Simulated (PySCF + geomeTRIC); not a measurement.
These are PBE-D3(BJ)/def2-TZVP in PySCF + geomeTRIC values and carry that method's errors. fastk is a local helper that only speeds up exchange builds. No frequencies were computed at this level.

```python
import json, numpy as np
from pyscf import gto, dft
from fastk import lowrank_exchange
atoms = """
B     -1.196253    -0.428281     0.179771
O     -0.000766     0.001519    -0.069662
B      1.196251     0.428649    -0.315750
H     -1.921063    -0.685156    -0.716126
H     -1.545813    -0.556543     1.299676
H      1.389401     1.587302    -0.426085
H      2.078241    -0.347493    -0.429461
"""
def scf(charge, spin, dm0=None):
    mol = gto.M(atom=atoms, basis='def2-tzvp', ecp={}, charge=charge, spin=spin, verbose=3, max_memory=3780)
    mf = dft.KS(mol, xc='pbe').density_fit(auxbasis="def2-universal-jkfit")
    mf.disp = 'd3bj'
    mf.grids.level = 3
    mf.conv_tol = 1e-8
    mf.max_cycle = 60
    mf.kernel(dm0)
    if not mf.converged:
        mf = mf.newton().run(mf.mo_coeff, mf.mo_occ).undo_soscf()
    return mf
mf = scf(0, 0)
from pyscf.geomopt.geometric_solver import kernel as optimize
path = []
done, mol = optimize(mf, maxsteps=80, assert_convergence=False, callback=lambda env: path.append((env["energy"], bool(env["g_scanner"].converged))))
res = dict(converged=bool(done and path[-1][1]), energy=path[-1][0], path=[e for e, c in path], xyz=mol.atom_coords(unit="Angstrom").tolist(), nao=mol.nao)
json.dump(res, open("result.json", "w"))
```

Output:

```
converged SCF energy = -127.243941375839
Geometry optimization cycle 1
converged SCF energy = -127.243941374889
cycle 1: E = -127.243941375  dE = -127.244  norm(grad) = 0.0567554
Geometry optimization cycle 2
converged SCF energy = -127.248551558022
cycle 2: E = -127.248551558  dE = -0.00461018  norm(grad) = 0.0156214
Geometry optimization cycle 3
converged SCF energy = -127.248761452031
cycle 3: E = -127.248761452  dE = -0.000209894  norm(grad) = 0.00490171
Geometry optimization cycle 4
converged SCF energy = -127.248798632804
cycle 4: E = -127.248798633  dE = -3.71808e-05  norm(grad) = 0.00285654
Geometry optimization cycle 5
converged SCF energy = -127.248815577824
cycle 5: E = -127.248815578  dE = -1.6945e-05  norm(grad) = 0.000280904
Geometry optimization cycle 6
converged SCF energy = -127.2488159351
cycle 6: E = -127.248815935  dE = -3.57275e-07  norm(grad) = 8.67867e-05
<class 'geometric.internal.Distance'> : 6
<class 'geometric.internal.Angle'> : 4
<class 'geometric.internal.LinearAngle'> : 2
<class 'geometric.internal.OutOfPlane'> : 2
<class 'geometric.internal.Dihedral'> : 4
<class 'geometric.internal.TranslationX'> : 1
<class 'geometric.internal.TranslationY'> : 1
<class 'geometric.internal.TranslationZ'> : 1
<class 'geometric.internal.RotationA'> : 1
<class 'geometric.internal.RotationB'> : 1
<class 'geometric.internal.RotationC'> : 1
Step    0 : Gradient = 2.145e-02/3.646e-02 (rms/max) Energy = -127.2439413749
Step    1 : Displace = 3.908e-02/5.236e-02 (rms/max) Trust = 1.000e-01 (=) Grad = 5.904e-03/1.085e-02 (rms/max) E (change) = -127.2485515580 (-4.610e-03) Quality = 1.119
Step    2 : Displace = 1.530e-02/2.305e-02 (rms/max) Trust = 1.414e-01 (+) Grad = 1.853e-03/2.984e-03 (rms/max) E (change) = -127.2487614520 (-2.099e-04) Quality = 0.924
Step    3 : Displace = 1.204e-02/1.981e-02 (rms/max) Trust = 2.000e-01 (+) Grad = 1.080e-03/1.804e-03 (rms/max) E (change) = -127.2487986328 (-3.718e-05) Quality = 0.490
Step    4 : Displace = 4.276e-03/5.596e-03 (rms/max) Trust = 2.000e-01 (=) Grad = 1.062e-04/1.225e-04 (rms/max) E (change) = -127.2488155778 (-1.695e-05) Quality = 1.050
Step    5 : Displace = 5.524e-04/9.472e-04 (rms/max) Trust = 2.828e-01 (+) Grad = 3.280e-05/4.648e-05 (rms/max) E (change) = -127.2488159351 (-3.573e-07) Quality = 1.246
Converged! =D
```

Cost: very roughly 80 core-seconds.
